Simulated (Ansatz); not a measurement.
Isolated molecules relaxed with PBE0-D4/def2-TZVP in Ansatz; ΔE leaves out vibrations. CBS: MP2 limit from def2 TZ/QZ plus the TZ coupled-cluster correction, frozen cores. This one scheme is used for every species. DFT in def2-TZVPP. For Br outer-core shells are correlated without core-valence functions, which leaves a few kJ/mol of doubt a bond. Scalar relativity is left out up to krypton. One conformer a species, not always the lowest.

Reaction (ligand exchange at the Al–F bond): `[F][Al]([SH])[Br]` + `CNC` → `C[N](C)[Al]([SH])[Br]` + H–F

| level | ΔE (kcal/mol) |
| --- | --- |
| PBE0-D4 | 19.7 |
| ωB97X-V | 21.4 |
| ωB97M-V | 21.1 |
| PBE | 22.0 |
| HF/def2-TZVPP | 26.5 |
| SCS-MP2/def2-TZVPP | 20.3 |
| HF/CBS(def2) | 27.1 |
| MP2/CBS(def2) | 18.9 |

Q: What does CCSD(T)/CBS give? (An estimate is asked.)

A: The calculation gave: +20.0 kcal/mol. The listed levels differ from it by -0.3, 1.4, 1.1, 2.0, 6.5, 0.3, 7.1, -1.1 kcal/mol.

Largest T1 diagnostic among the species: 0.010.

In def2-TZVPP, CCSD(T) changes the Hartree–Fock value by −6.8 kcal/mol (the triples alone add −1.1 kcal/mol) and MP2 by −7.9 kcal/mol. The D4 term adds −3.6 kcal/mol with B3LYP and −2.1 kcal/mol with PBE0; it sums over pairs of atoms, weighted by their polarisabilities, and B3LYP, whose exchange is more repulsive, gets the larger term.

B3LYP here is the variant with VWN-RPA as its local correlation; programs differ in this.
